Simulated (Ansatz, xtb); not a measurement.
# Ranking isomers of CH8Ge2O2Si

3 gas-phase structures of CH8Ge2O2Si, from a drawn sample of its isomers (lower ones may exist). Each was relaxed with GFN2-xTB; where two conformers were screened, the lower at r2SCAN-D4/def2-SVP is listed:

A. `[SiH3][O][Ge@@H]1[O][CH2][GeH2]1`, a singlet
B. `O[SiH2][Ge@@H]1[CH2][O][GeH2]1`, a singlet
C. `O=CO[SiH2][GeH2][GeH3]`, a singlet

Q: Estimate their order in r2SCAN-D4/def2-SVP energy at these geometries, lowest first.

A: Calculated order at r2SCAN-D4/def2-SVP: C (0.0), A (5.9), B (52.8) kJ/mol. CCSD(T)/def2-SVP + ΔMP2/def2-TZVPP after further relaxation puts A lowest instead.

Energies above the lowest of each column, in kJ/mol; the last columns are at PBE0-D3(BJ)/def2-SVP geometries:

```csv
structure,GFN2-xTB,HF/STO-3G,r2SCAN-D4/def2-SVP,PBE0-D3(BJ)/def2-SVP,CCSD(T)/def2-SVP + ΔMP2/def2-TZVPP
C,34.9,0.0,0.0,0.0,23.0
A,0.0,45.8,5.9,22.9,0.0
B,80.4,84.5,52.8,44.7,40.8
```

CCSD(T)/def2-SVP + ΔMP2/def2-TZVPP puts A lowest; HF/STO-3G picks C, r2SCAN-D4/def2-SVP picks C, PBE0-D3(BJ)/def2-SVP picks C. CCSD(T)/def2-SVP + ΔMP2/def2-TZVPP orders those it was run on as A (0.0), C (23.0), B (40.8) kJ/mol. Flexible structures stand in one conformer each, not always the lowest. A keeps a small imaginary mode. The ΔMP2 step shifts differences by up to 47.1 kJ/mol, which makes them less sure. ΔMP2 is the change of the MP2 energy from the smaller to the larger basis.

Programs: Ansatz 0.2.0, xtb 6.7.1.
